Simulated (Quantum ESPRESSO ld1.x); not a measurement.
Question: The mean radii <r> (bohr) of the occupied orbitals of an atom or ion are listed with their occupations. Calculated with ld1.x of Quantum ESPRESSO 7.5: non-relativistic Kohn-Sham, LDA (Slater exchange, VWN5 correlation), spin-polarised, spherical densities, point nucleus.

orbital  occ.      <r>
1s up       1  0.03242
1s down     1  0.03242
2s up       1   0.1400
2s down     1   0.1398
2p up       3   0.1196
2p down     3   0.1193
3s up       1   0.3594
3s down     1   0.3608
3p up       3   0.3471
3p down     3   0.3488
3d up       5   0.3104

Name the element and its charge. Open shells, if any, are filled with parallel spins first.

Answer: Z = 47, silver, charge +24: Ag24+ in [Ar] 3d5. The 1s radius gives Z: for a bare nucleus <r> = 1.5/Z, 0.03191 bohr for Z = 47, and screening makes it slightly larger (0.03242 here). The occupations add up to 23, and the charge is Z minus that.
